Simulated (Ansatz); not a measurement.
Stepwise reaction of `F[SiH](F)[SiH2]Cl` with hydrogen chloride, as a gas-phase model of exchange steps in deposition or etching. ΔE in kJ/mol.

Calculated with Ansatz (gas phase, PBE0-D4/def2-TZVP geometries, no zero-point term in ΔE). CCSD(T)/CBS adds triple-zeta CCSD(T) − MP2 to the extrapolated MP2 energy (def2 sets, frozen cores). This one scheme is used for every species. DFT in def2-TZVPP. B3LYP here is the variant with VWN-RPA as its local correlation; programs differ in this. Each species was taken in one conformer, which may not be the lowest.

```csv
step,reaction,PBE-D4,B3LYP-D4,ωB97M-V,CCSD(T)/CBS
1,`F[SiH](F)[SiH2]Cl` + HCl → `F[SiH](Cl)[SiH2]Cl` + H–F,32.8,42.7,41.2,38.7
2,`F[SiH](Cl)[SiH2]Cl` + HCl → `Cl[SiH2][SiH](Cl)Cl` + H–F,29.0,38.3,37.0,33.4
```

By hand: ΔE of the 2 steps together at CCSD(T)/CBS.

(38.7) + (33.4) = 72.1 kJ/mol, or 36.0 kJ/mol a step.

In ΔE each step is lower than the one before. All are uphill at CCSD(T)/CBS. PBE-D4 differs from CCSD(T)/CBS by -5.9 to -4.4 kJ/mol a step. Only this route is followed, and other bonds may react first. Isolated molecules leave out the surface, adducts and barriers. Largest T1 diagnostic: 0.012.
